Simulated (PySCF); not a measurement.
Molecule: SMILES ClC[SiH]1CC=CC1, C5H9ClSi.

Geometry (Å), atoms numbered from 1 in this order:
```xyz
16

Cl    3.3582   -0.8923    0.1726
C     2.1506    0.3527    0.5920
Si    0.6756    0.1930   -0.6167
C    -0.3271   -1.4044   -0.3378
C    -1.6735   -0.9114    0.1062
C    -1.8833    0.3892    0.2074
C    -0.7696    1.3389   -0.1255
H     1.8794    0.1853    1.6320
H     2.6572    1.3112    0.5159
H     1.1683    0.3786   -1.9850
H     0.0987   -2.0663    0.4184
H    -0.4332   -2.0071   -1.2406
H    -2.4378   -1.6415    0.3310
H    -2.8316    0.8013    0.5215
H    -0.5586    1.9811    0.7313
H    -1.0809    2.0007   -0.9340
```

Frames of a GFN2-xTB Langevin trajectory at 400 K; GIAO PBE0/pcSseg-1 shieldings in PySCF 2.14.0 with density-fitted response routines, gas phase, non-relativistic; equivalent atoms averaged within each frame.

Referencing at the same level of theory: 35Cl (σref 949.78) vs HCl; 13C (σref 186.93) and 29Si (σref 349.16) and 1H (σref 31.72) vs TMS. The references are static minima.

Problem. How do the shifts (ppm) fluctuate along the trajectory?

Solution. 
```tsv
time (fs)	Cl1	C5/C6	C2	C4/C7	Si3	H13/H14	H10	H8/H9	H12/H16	H11/H15
optimised geometry	14	138.2	31.9	19.1	-3.4	6.10	4.65	3.00	1.78	1.61
250	45	142.9	37.4	23.9	4.6	6.30	5.66	3.70	2.36	1.88
425	43	142.4	33.6	26.7	7.7	6.48	4.77	2.87	2.99	2.92
625	19	146.0	31.5	16.9	-3.5	7.02	4.93	2.83	2.21	1.41
800	24	140.8	36.9	22.6	-6.4	6.08	5.35	3.25	2.51	2.53
1000	33	140.9	36.1	24.1	-4.3	6.54	4.51	3.23	1.63	3.34
mean of frames	33	142.6	35.1	22.8	-0.4	6.48	5.04	3.18	2.34	2.42
standard deviation	11	2.1	2.5	3.6	6.2	0.35	0.46	0.35	0.49	0.77
```

5 frames give an uncertainty of the mean of about the standard deviation over 2.2 at best, since frames this close in time may not be independent; classical motion lacks zero-point vibration, and the reference would need the same averaging.
